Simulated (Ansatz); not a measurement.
Reaction (hydrogenolysis of the Si–N bond): `N[SiH2][AsH]O` + H₂ → `O[AsH][SiH3]` + NH₃

Computed with Ansatz on PBE0-D4/def2-TZVP structures; ΔE is electronic, products minus reactants. CBS: MP2 limit from def2 TZ/QZ plus the TZ coupled-cluster correction, frozen cores. This one scheme is used for every species. Functionals use def2-TZVPP. B3LYP here is the variant with VWN-RPA as its local correlation; programs differ in this. HSE06 is defined as in plane-wave codes. For As outer-core shells are correlated without core-valence functions, which leaves a few kJ/mol of doubt a bond. Scalar relativity is left out up to krypton. One conformer a species, not always the lowest.

`N[SiH2][AsH]O`:

Cartesian coordinates in Å:
```
N 0.820 1.306 1.092
Si 0.848 0.342 -0.330
As -1.295 -0.399 -1.055
O -1.450 -1.567 0.332
H 0.590 0.861 1.967
H 0.441 2.239 1.057
H 1.683 -0.854 -0.050
H 1.419 1.151 -1.441
H -0.669 -1.370 -2.064
H -2.386 -1.709 0.492
```

H₂:

Cartesian coordinates in Å:
```
H 0.268 0.147 -0.214
H -0.268 -0.147 0.214
```

`O[AsH][SiH3]`:

Cartesian coordinates in Å:
```
O 0.999 1.057 1.285
As 1.280 0.159 -0.265
Si -0.916 -0.736 -0.374
H 1.819 1.037 1.786
H 0.904 1.306 -1.207
H -1.127 -1.249 -1.756
H -1.939 0.291 -0.053
H -1.021 -1.864 0.586
```

NH₃:

Cartesian coordinates in Å:
```
N -0.168 0.203 0.100
H 0.057 -0.482 0.811
H -0.598 -0.297 -0.669
H 0.709 0.576 -0.242
```

```json
{"level": "PBE-D4", "ΔE (kcal/mol)": "5.4", "difference from CCSD(T)/CBS": "-0.6"}
{"level": "revPBE-D4", "ΔE (kcal/mol)": "6.2", "difference from CCSD(T)/CBS": "0.2"}
{"level": "BLYP-D4", "ΔE (kcal/mol)": "6.5", "difference from CCSD(T)/CBS": "0.5"}
{"level": "B97M-V", "ΔE (kcal/mol)": "4.7", "difference from CCSD(T)/CBS": "-1.3"}
{"level": "PBE0-D4", "ΔE (kcal/mol)": "5.1", "difference from CCSD(T)/CBS": "-0.9"}
{"level": "B3LYP-D4", "ΔE (kcal/mol)": "6.1", "difference from CCSD(T)/CBS": "0.1"}
{"level": "r2SCANh-D4", "ΔE (kcal/mol)": "6.3", "difference from CCSD(T)/CBS": "0.3"}
{"level": "r2SCAN0-D4", "ΔE (kcal/mol)": "6.0", "difference from CCSD(T)/CBS": "0.0"}
{"level": "HSE06-D4", "ΔE (kcal/mol)": "5.0", "difference from CCSD(T)/CBS": "-1.0"}
{"level": "BHLYP-D4", "ΔE (kcal/mol)": "5.7", "difference from CCSD(T)/CBS": "-0.3"}
{"level": "ωB97X-V", "ΔE (kcal/mol)": "5.5", "difference from CCSD(T)/CBS": "-0.5"}
{"level": "ωB97M-V", "ΔE (kcal/mol)": "6.0", "difference from CCSD(T)/CBS": "0.0"}
{"level": "B2PLYP", "ΔE (kcal/mol)": "5.2", "difference from CCSD(T)/CBS": "-0.8"}
{"level": "PBE-QIDH", "ΔE (kcal/mol)": "5.3", "difference from CCSD(T)/CBS": "-0.7"}
{"level": "PBE", "ΔE (kcal/mol)": "4.2", "difference from CCSD(T)/CBS": "-1.8"}
{"level": "revPBE", "ΔE (kcal/mol)": "3.3", "difference from CCSD(T)/CBS": "-2.7"}
{"level": "BLYP", "ΔE (kcal/mol)": "4.0", "difference from CCSD(T)/CBS": "-2.0"}
{"level": "r2SCAN", "ΔE (kcal/mol)": "6.2", "difference from CCSD(T)/CBS": "0.2"}
{"level": "B3LYP", "ΔE (kcal/mol)": "4.1", "difference from CCSD(T)/CBS": "-1.9"}
{"level": "r2SCAN0", "ΔE (kcal/mol)": "5.6", "difference from CCSD(T)/CBS": "-0.4"}
{"level": "HSE06", "ΔE (kcal/mol)": "4.0", "difference from CCSD(T)/CBS": "-2.0"}
{"level": "BHLYP", "ΔE (kcal/mol)": "4.2", "difference from CCSD(T)/CBS": "-1.8"}
{"level": "CAM-B3LYP", "ΔE (kcal/mol)": "4.8", "difference from CCSD(T)/CBS": "-1.2"}
{"level": "LC-ωPBE", "ΔE (kcal/mol)": "4.8", "difference from CCSD(T)/CBS": "-1.2"}
{"level": "RPA@PBE/def2-TZVPP", "ΔE (kcal/mol)": "4.4", "difference from CCSD(T)/CBS": "-1.6"}
{"level": "HF/def2-SVP", "ΔE (kcal/mol)": "0.3", "difference from CCSD(T)/CBS": "-5.7"}
{"level": "MP2/def2-SVP", "ΔE (kcal/mol)": "4.0", "difference from CCSD(T)/CBS": "-2.0"}
{"level": "CCSD/def2-SVP", "ΔE (kcal/mol)": "1.6", "difference from CCSD(T)/CBS": "-4.4"}
{"level": "CCSD(T)/def2-SVP", "ΔE (kcal/mol)": "2.0", "difference from CCSD(T)/CBS": "-4.0"}
{"level": "HF/def2-TZVPP", "ΔE (kcal/mol)": "2.7", "difference from CCSD(T)/CBS": "-3.3"}
{"level": "MP2/def2-TZVPP", "ΔE (kcal/mol)": "7.0", "difference from CCSD(T)/CBS": "1.0"}
{"level": "SCS-MP2/def2-TZVPP", "ΔE (kcal/mol)": "6.0", "difference from CCSD(T)/CBS": "0.0"}
{"level": "CCSD/def2-TZVPP", "ΔE (kcal/mol)": "4.5", "difference from CCSD(T)/CBS": "-1.5"}
{"level": "CCSD(T)/def2-TZVPP", "ΔE (kcal/mol)": "5.1", "difference from CCSD(T)/CBS": "-0.9"}
{"level": "HF/def2-QZVPP", "ΔE (kcal/mol)": "2.8", "difference from CCSD(T)/CBS": "-3.2"}
{"level": "MP2/def2-QZVPP", "ΔE (kcal/mol)": "7.6", "difference from CCSD(T)/CBS": "1.6"}
{"level": "SCS-MP2/def2-QZVPP", "ΔE (kcal/mol)": "6.5", "difference from CCSD(T)/CBS": "0.5"}
{"level": "HF/CBS(def2)", "ΔE (kcal/mol)": "2.8", "difference from CCSD(T)/CBS": "-3.2"}
{"level": "MP2/CBS(def2)", "ΔE (kcal/mol)": "7.9", "difference from CCSD(T)/CBS": "1.9"}
{"level": "CCSD/CBS(def2)", "ΔE (kcal/mol)": "5.4", "difference from CCSD(T)/CBS": "-0.6"}
{"level": "CCSD(T)/CBS", "ΔE (kcal/mol)": "6.0", "difference from CCSD(T)/CBS": "0"}
```

Largest T1 diagnostic among the species: 0.012.

At CCSD(T), def2-SVP lies −4.0 kcal/mol from the extrapolated value and def2-TZVPP −0.9 kcal/mol. Leaving LDA and LC-ωPBE aside and taking each functional with its dispersion term where it has one, the values, not all of them listed here, spread over 1.8 kcal/mol, from B97M-V to r2SCAN-D4. LDA lies +1.9 kcal/mol from PBE without D4. The D4 term adds +1.9 kcal/mol with B3LYP and +1.1 kcal/mol with PBE0; it sums over pairs of atoms, weighted by their polarisabilities, and B3LYP, whose exchange is more repulsive, gets the larger term.

CCSD(T)/CBS has its own doubt, a few kJ/mol and more with outer-core shells, so smaller differences from it don't rank the levels.
